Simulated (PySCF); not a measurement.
SMILES CC([Si](Cl)(Cl)C)C (GFN2-xTB optimised geometry):

```
17

C     -0.417    -0.033    -2.833
C     -0.794    -0.705    -1.512
C     -0.274    -2.144    -1.494
Si    -0.166     0.298     0.000
C     -0.783     2.096     0.000
Cl    -0.809    -0.615     1.702
Cl     1.866     0.298     0.000
H      0.664     0.046    -2.927
H     -0.841     0.966    -2.899
H     -0.788    -0.618    -3.672
H     -1.888    -0.750    -1.464
H     -0.675    -2.701    -2.339
H      0.812    -2.159    -1.563
H     -0.567    -2.653    -0.579
H     -0.379     2.653    -0.839
H     -1.866     2.143    -0.058
H     -0.481     2.609     0.909
```

Method: CAM-B3LYP/def2-SVP in PySCF 2.14.0.

**Question.** What are the frontier orbital energies and the dipole moment?

**Answer.** HOMO-2 -10.40 eV, HOMO-1 -10.21 eV, HOMO -9.33 eV, LUMO 2.36 eV, LUMO+1 2.70 eV; dipole moment 1.99 D.

On the same geometry PBE/def2-SVP run with PySCF gives HOMO-2 -7.66 eV, HOMO-1 -7.44 eV, HOMO -6.70 eV, LUMO 0.45 eV, LUMO+1 0.56 eV; dipole moment 1.94 D.

Meta-Löwdin charges at CAM-B3LYP/def2-SVP: C1 -0.28, C2 -0.27, C3 -0.29, Si4 0.93, C5 -0.55, Cl6 -0.28, Cl7 -0.28, H8 0.09, H9 0.09, H10 0.10, H11 0.10, H12 0.09, H13 0.09, H14 0.10, H15 0.12, H16 0.12, H17 0.12.
